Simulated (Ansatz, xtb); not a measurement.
**C2H9AlSe: which of two isomers lies lower**

Structure I: `C[CH2][AlH2-][SeH2+]`, a singlet. Structure II: `[CH3][AlH-]([CH3])[SeH2+]`, a singlet. Both are isolated molecules in the gas phase, relaxed with PBE0-D4/def2-SVP; the shapes shown needn't be the lowest conformers.

I (Å):

```csv
atom,x (Å),y (Å),z (Å)
C,-0.5653,-0.8207,1.1226
C,0.0062,-1.6986,0.0099
Al,1.6652,-1.0478,-0.8557
Se,3.1666,-0.8329,1.3785
H,-0.7284,0.2167,0.7849
H,-1.5320,-1.1889,1.5076
H,0.1100,-0.7658,1.9958
H,0.1626,-2.7301,0.3749
H,-0.7442,-1.7996,-0.7983
H,1.7393,0.4893,-1.3114
H,2.6459,-2.0922,-1.5764
H,4.3321,-0.2297,0.7139
H,2.6691,0.4847,1.8045
```

II (Å):

```xyz
13

C    -1.4810   -1.3561    0.9591
C     0.3434   -0.1835   -1.6719
Al   -1.1153    0.0629   -0.3635
Se    0.0627    1.8328    1.3297
H    -2.0980   -1.0106    1.8054
H    -0.5634   -1.8094    1.3717
H    -2.0439   -2.1770    0.4794
H    -2.2991    1.0839   -0.7369
H     0.6424    0.7548   -2.1689
H     1.2475   -0.6323   -1.2254
H     0.0198   -0.8698   -2.4750
H     1.3732    1.1700    1.4318
H     0.5548    2.7414    0.2827
```

Quicker runs give these differences E(II) − E(I): GFN2-xTB +8.3 kcal/mol; HF/STO-3G −12.2 kcal/mol (at GFN2-xTB geometries); r2SCAN-D4/def2-SVP −10.6 kcal/mol (at GFN2-xTB geometries).

Question: Estimate which is lower in electronic energy at CCSD(T)/def2-SVP + ΔMP2/def2-TZVPP, and by roughly how much.

Answer: The CCSD(T)/def2-SVP + ΔMP2/def2-TZVPP calculation puts structure II lower, by 13.0 kcal/mol.

The same difference at several levels:

```csv
level,geometry,E(II) − E(I) (kcal/mol),departure from the last row (kcal/mol),"job, with rough time for the two"
GFN2-xTB,GFN2-xTB,+8.3,+21.2,"optimisation, 0.42 s"
HF/STO-3G,GFN2-xTB,−12.2,+0.8,"single point, 0.54 s"
r2SCAN-D4/def2-SVP,GFN2-xTB,−10.6,+2.3,"single point, 6.3 s"
PBE0-D4/def2-SVP,PBE0-D4/def2-SVP,−11.2,+1.8,"optimisation, 2 min"
HF/def2-SVP,PBE0-D4/def2-SVP,−10.5,+2.4,part of the CCSD(T) run
MP2/def2-SVP,PBE0-D4/def2-SVP,−10.7,+2.3,part of the CCSD(T) run
CCSD(T)/def2-SVP,PBE0-D4/def2-SVP,−9.9,+3.1,single point
CCSD(T)/def2-SVP + ΔMP2/def2-TZVPP,PBE0-D4/def2-SVP,−13.0,,"single point, 62 s"
```

As drawn, II has 1 C–Al, 1 C–H in place of 1 C–C, 1 Al–H.

GFN2-xTB puts the two in the other order. The largest departure from CCSD(T)/def2-SVP + ΔMP2/def2-TZVPP is that of GFN2-xTB, 21.2 kcal/mol. The last row adds to CCSD(T) the change of the MP2 difference between the two basis sets, here −3.1 kcal/mol, a large step that makes the value less sure.

With thermal terms from frequencies at re-optimised GFN2-xTB minima (ideal gas, soft modes damped towards free rotors, one conformer each, 298.15 K, 1 atm): on the last row, ΔE + ΔZPE = −13.8, ΔH = −13.0, ΔG = −15.0 kcal/mol.

The correlated steps freeze 16 core orbitals; the filled d shell of Se is correlated, in a basis made for valence electrons. Programs: Ansatz 0.2.0, xtb 6.7.1; the last row on 2 threads of Arm Neoverse V1 on a shared host.
